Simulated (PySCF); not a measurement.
Radial density of S (sulfur, neutral)

UHF, [Ne] 3s1 3p4 4s1, high-spin 5P determinant (an excited configuration). Calculation: PySCF 2.14, in aug-cc-pV(5+d)Z (8s7p6d4f3g2h, 136 functions); the non-relativistic Hamiltonian (point nucleus).

| r (bohr) | 4πr²ρ (e/bohr) | 4πr²(ρα − ρβ) |
| --- | --- | --- |
| 0.00155 | 0.07637 | 0.0003 |
| 0.00260 | 0.2089 | 0.0008 |
| 0.00438 | 0.5584 | 0.0021 |
| 0.00737 | 1.436 | 0.0053 |
| 0.0124 | 3.460 | 0.0129 |
| 0.0208 | 7.481 | 0.0277 |
| 0.0351 | 13.49 | 0.0494 |
| 0.0590 | 18.13 | 0.0667 |
| 0.0992 | 15.94 | 0.0842 |
| 0.167 | 12.04 | 0.2220 |
| 0.281 | 16.63 | 0.4554 |
| 0.472 | 14.24 | 0.1228 |
| 0.794 | 3.946 | 0.3872 |
| 1.34 | 3.143 | 2.0429 |
| 2.25 | 1.845 | 1.0540 |
| 3.78 | 0.3916 | 0.2618 |
| 6.36 | 0.1702 | 0.1676 |
| 10.7 | 0.001141 | 0.0011 |

The outer electron is Rydberg-like, and this basis confines it to a smaller radius and binds it less than a complete one would.
